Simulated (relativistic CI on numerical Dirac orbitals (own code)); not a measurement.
## Line list: Forbidden lines, Ta⁶⁴⁺

Method of calculation: Dirac-Coulomb-Breit CI, orbitals from a KLI potential per configuration, model QED (radiative potential, 1s self-energy scaled to tabulated hydrogen-like ionisation energies), unscaled Slater integrals (own radial code, finite nucleus).

CI space (outside the closed core 1s2): 2s²2p⁵, 2s2p⁶, 2p⁶3s, 2s²2p⁴3s, 2p⁶3p, 2p⁶3d, 2s²2p⁴3p, 2s²2p⁴3d, 2s2p⁵3s, 2s2p⁵3p, 2s2p⁵3d, 2s²2p⁴4s, 2s²2p⁴4p, 2s²2p⁴4d, 2s²2p⁴4f, 2s²2p³3s², 2s2p⁵4s, 2s²2p³3s3p, 2s2p⁵4p, 2s²2p⁴5s, 2s²2p⁴5p, 2s²2p³3s3d, 2s2p⁵4d, 2s²2p³3p², 2s²2p⁴5d, 2s2p⁵4f, 2s²2p⁴5f, 2s²2p⁴5g, 2s²2p³3p3d, 2s2p⁴3s², 2s²2p³3d², 2s2p⁴3s3p, 2s2p⁴3s3d, 2s2p⁴3p², 2s2p⁵5s, 2s2p⁴3p3d. Levels of other configurations are missing.

```tsv
λ vac (nm)	Lower	Upper	Type	A (s⁻¹)	log gf
0.09409	2s²2p⁵ ²P°1/2 [2]	2s²2p⁴5f ²P°3/2 [339]	E2	5.32e+12	-2.55
0.09423	2s²2p⁵ ²P°1/2 [2]	2s²2p⁴5f ²F°5/2 [323]	E2	3.08e+12	-2.61
0.09429	2s²2p⁵ ²P°3/2 [1]	2s²2p⁴5f ²F°7/2 [206]	E2	4.77e+12	-2.29
0.10436	2s²2p⁵ ²P°1/2 [2]	2s²2p⁴4f ²P°3/2 [231]	E2	7.53e+12	-2.31
0.10459	2s²2p⁵ ²P°3/2 [1]	2s²2p⁴4f ²D°5/2 [132]	E2	6.01e+12	-2.23
0.10460	2s²2p⁵ ²P°3/2 [1]	2s²2p⁴4f ²F°7/2 [130]	E2	5.19e+12	-2.17
0.10514	2s2p⁶ ²S1/2 [3]	2s2p⁵4f ²D3/2 [272]	E2	7.61e+12	-2.30
0.11522	2s²2p⁵ ²P°3/2 [1]	2s2p⁵3d ²D°5/2 [84]	E2	5.14e+12	-2.21
0.11530	2s²2p⁵ ²P°3/2 [1]	2s2p⁵3d ²F°7/2 [83]	E2	6.82e+12	-1.96
0.11546	2s2p⁶ ²S1/2 [3]	2p⁶3d ²D5/2 [147]	E2	8.00e+12	-2.02
0.11550	2s²2p⁵ ²P°1/2 [2]	2s2p⁵3d ²P°3/2 [144]	E2	1.14e+13	-2.04
0.11552	2s²2p⁵ ²P°1/2 [2]	2s2p⁵3d ²F°5/2 [143]	E2	8.82e+12	-1.98
0.11600	2s²2p⁵ ²P°1/2 [2]	2s2p⁵3d ⁴P°5/2 [141]	E2	2.92e+12	-2.45
0.11610	2s²2p⁵ ²P°3/2 [1]	2s2p⁵3d ²D°5/2 [80]	E2	8.23e+12	-2.00
0.11611	2s²2p⁵ ²P°3/2 [1]	2s2p⁵3d ⁴D°7/2 [79]	E2	4.13e+12	-2.18
0.11627	2s²2p⁵ ²P°3/2 [1]	2s2p⁵3d ²P°1/2 [77]	E2	7.55e+12	-2.51
0.11641	2s2p⁶ ²S1/2 [3]	2p⁶3d ²D3/2 [146]	E2	7.85e+12	-2.20
0.11655	2s²2p⁵ ²P°1/2 [2]	2s2p⁵3d ⁴F°5/2 [138]	E2	4.31e+12	-2.28
0.11711	2s²2p⁵ ²P°3/2 [1]	2s2p⁵3d ⁴D°5/2 [74]	E2	2.21e+12	-2.56
0.11716	2s²2p⁵ ²P°3/2 [1]	2s2p⁵3d ⁴F°7/2 [73]	E2	4.99e+12	-2.09
```

Terms are leading LS components. Brackets give the number of a level in order of energy, since labels repeat. The list gives strong lines, with weight on those to low levels, among the lowest 384 of 1520 levels, so that lines to higher ones, which can be the strongest, are missing. Levels whose partners in the same complex of configurations lie outside the list can be far off, and so can their lines. Rates are taken at the computed energies, electric ones in the length gauge.

At this charge energies of transitions that change n are usually good to better than 1 %, and those within a shell (Δn = 0) to a few per cent.

LS names give the leading component of a level, which can be under half, so a name can repeat, a term be missing and a line seem to break the LS rules.
